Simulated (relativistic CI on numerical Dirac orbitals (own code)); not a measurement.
## What each ingredient does to the levels of Ir12+

Base calculation: Dirac-Coulomb-Breit CI, separate exchange-only KLI orbitals for each configuration, QED by a radiative potential, unscaled Slater integrals.

Configurations in the expansion (outside the closed core [Kr] 4d10): 4f¹⁴5s²5p³, 4f¹³5s²5p⁴, 4f¹⁴5s5p⁴, 4f¹⁴5s²5p²5d, 4f¹⁴5s5p³5d, 4f¹⁴5s²5p²5f, 4f¹³5s²5p³5d, 4f¹⁴5s²5p²5g, 4f¹⁴5s²5p²6s, 4f¹⁴5s5p³5f, 4f¹⁴5p⁵, 4f¹³5p⁶, 4f¹³5p⁵5d, 4f¹⁴5s²5p5d², 4f¹⁴5s²5d³, 4f¹⁴5s5p5d³, 4f¹⁴5s²5d²5f, 4f¹³5s²5p5d³. Double excitations out of closed p, d and f shells are left out; levels of such configurations are missing from the list, as are those of other unlisted configurations, and high levels can miss mixing partners. Some configurations lack a partner that the ground configuration has and come out too high, among them 4f¹⁴5s²5p²5g, 4f¹⁴5s²5p²6s, 4f¹⁴5s5p³5f.

The lowest level and the first level of each name with at least 55 % of one term (blank where a level has no safe partner in the second run):

```tsv
Level	Base (cm⁻¹)	Shift (cm⁻¹)
4f¹⁴5s²5p³ ²P°3/2	0	0
4f¹⁴5s²5p³ ²D°5/2	133876	+40
4f¹⁴5s²5p³ ²P°1/2	158345	+22
4f¹³5s²5p⁴ ⁴G°11/2	260802	+3088
4f¹³5s²5p⁴ ²D°3/2	264059	+3033
4f¹³5s²5p⁴ ⁴D°3/2	288015	+3083
4f¹³5s²5p⁴ ⁴D°1/2	288347	+3081
4f¹⁴5s5p⁴ ⁴P5/2	404010	+1039
4f¹³5s²5p⁴ ²H°11/2	421813	+3088
4f¹³5s²5p⁴ ⁴F°3/2	427316	+3085
4f¹³5s²5p⁴ ²P°3/2	435282	+3069
4f¹³5s²5p⁴ ²H°9/2	446175	+3088
4f¹³5s²5p⁴ ²P°1/2	460028	+3083
4f¹⁴5s²5p²5d ⁴D1/2	563784	+1976
```

At this charge transitions that keep the count of f electrons are usually good to a few per cent. Levels and lines within the n = 5 or 6 shells can be off by up to 10 % or somewhat more, and those that change n by about 2 %, since core polarisation is missing. Levels that differ in their count of f electrons can be misplaced by several ten thousand cm⁻¹, since the correlation energy of f electrons is missing or only estimated; rates across such gaps can be off by orders of magnitude.

(1) One thing was changed in a second run, which moved the levels as shown. Which?
A. configuration mixing switched off
B. QED terms removed
C. Breit term removed
D. P86 correlation estimate

## Answers

(1) D. P86 correlation estimate. A correlation estimate moves all levels of a configuration together before mixing; mixed levels move by a weighted share.

LS names give the leading component of a level, which can be under half, so a name can repeat, a term be missing and a line seem to break the LS rules.
